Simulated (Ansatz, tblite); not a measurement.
Cost and result up the ladder for InH2(CH2SiH3) (CH7InSi) (10 atoms). Charge 0, multiplicity 1. Geometry: B3LYP-D4/def2-SVP.

```csv
atom,x (Å),y (Å),z (Å)
In1,-1.037,-1.311,-0.988
H2,-1.954,-0.738,-2.351
H3,-1.490,-2.753,-0.124
C4,0.731,-0.187,-0.338
Si5,0.369,1.121,0.960
H6,1.459,-0.909,0.067
H7,1.172,0.293,-1.227
H8,-0.618,2.117,0.438
H9,-0.225,0.495,2.182
H10,1.593,1.871,1.381
```

Ansatz on 4 threads of Arm Neoverse V1 on a shared host; xTB runs through tblite on one thread. Times are rough, summed over both states, and most runs start from the orbitals of an earlier one. PBE0-D4/def2-TZVP serves as the yardstick here, not as an exact answer. The other state is a triplet.

In the def2 sets In takes a core potential; there is no spin–orbit coupling. The xTB rows come from tblite.

Run but left out: PBE-D4/def2-TZVP (triplet: an occupied level 0.04 eV above an empty one).

xTB has no spin-polarisation term.

```csv
level,functions,wall time
GFN2-xTB,29,0.009 s
GFN1-xTB,36,0.01 s
r2SCAN-D4/def2-TZVP,160,9.4 s
PBE0-D4/def2-TZVP (with forces),160,10 s
```

(1) Estimate what each level gives for the vertical triplet (eV).

Answers

(1) 
| level | vertical triplet (eV) | difference from PBE0-D4/def2-TZVP (eV) |
| --- | --- | --- |
| GFN2-xTB | 4.19 | -0.03 |
| GFN1-xTB | 5.74 | 1.52 |
| r2SCAN-D4/def2-TZVP | 4.00 | -0.22 |
| PBE0-D4/def2-TZVP (with forces) | 4.21 | 0.00 |
